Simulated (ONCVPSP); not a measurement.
**Varying the ONCV potential for Bi (Z = 83)**

Base potential:

| Property | Result |
| --- | --- |
| Element | Bi (Z = 83) |
| Generator | ONCVPSP 4.0.1 |
| Type | optimised norm-conserving Vanderbilt (ONCV) |
| Functional | revPBE |
| Relativity | scalar-relativistic |
| Frozen core | [Kr] 4d10 4f14 |
| Valence charge | 23 |
| Reference configuration | 5s2 5p6 5d10 6s2 6p3 |
| Partial waves | 5s+6s: rc 1.60 bohr, ncon 4, nbas 9, qcut 6 1/bohr, 2 projectors; 5p+6p: rc 1.85 bohr, ncon 3, nbas 7, qcut 7 1/bohr, 2 projectors; 5d: rc 1.70 bohr, ncon 4, nbas 8, qcut 10.4 1/bohr, 2 projectors, debl 1.1 Ha |
| Local potential | polynomial inside 1.05 bohr (lpopt 2, dvloc0 0 Ha) |
| Core correction | none |

Cutoffs, loose and tight: the cutoffs (Ha) at which the residual kinetic energy of the hardest occupied pseudo-wave falls to 1 and 0.1 mHa per electron. They do not see the model core or the augmentation charge, which bear on the density cutoff. Test errors are all-electron minus pseudo excitation energies from the reference, over the configurations 5s2 5p6 5d10 6s2 6p2; 5s2 5p6 5d10 6s2 6p1; 5s2 5p6 5d10 6s2 6p0; 5s2 5p5 5d10 6s2 6p3. A dash means not determined; rows that change the core or the reference have their own tests.

| change | outcome | cutoff, loose | cutoff, tight | bound ghosts | GHOST(+) flags above zero | largest test error (meV) |
| --- | --- | --- | --- | --- | --- | --- |
| base | generated | 29 Ha | 77 Ha | none | none | -171 |
| s: qcut 3.6 | generated | 74 Ha | 108 Ha | none | none | -166 |
| s: qcut 4.7 | generated | 29 Ha | 109 Ha | none | none | -168 |
| s: qcut 5.9 | generated | 29 Ha | 81 Ha | none | none | -171 |
| s: qcut 7.1 | generated | 29 Ha | 35 Ha | none | none | -174 |
| s: qcut 7.6 | generated | 29 Ha | 35 Ha | none | none | -176 |
| s: qcut 8.9 | generated | 29 Ha | 35 Ha | none | none | -179 |

Reading the sweep of the qcut of the s channel (base included, trends over the rows without a ghost): The loose cutoff falls from 74 Ha at 3.6 to 29 Ha at 8.9 1/bohr. The median size of the test errors (rows with all tests solved) stays near 16.6 meV.
